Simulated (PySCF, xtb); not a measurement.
GeH7NOSi, SMILES [OH][GeH2][NH][SiH3]. Other conformers were not sampled.

Harmonic wavenumbers (cm⁻¹) from GFN2-xTB (xtb) at its own minimum, in rising order: 47, 80, 159, 196, 237, 353, 466, 517, 563, 576, 600, 666, 700, 744, 767, 799, 809, 817, 917, 1147, 1963, 2042, 2145, 2247, 2259, 3446, 3649.

**Question.** What does PySCF with PBE-D3(BJ)/def2-SVP give at its own minimum? (An estimate is asked for; the answer gives what the named calculation found.)

**Answer.** 44, 70, 177, 188, 264, 386, 488, 538, 667, 674, 681, 753, 786, 812, 887, 891, 909, 919, 964, 1141, 2082, 2122, 2127, 2146, 2174, 3501, 3726. Paired by order, the mean absolute difference is 62 cm⁻¹ and the zero-point energies are 41.3 and 43.1 kcal/mol.
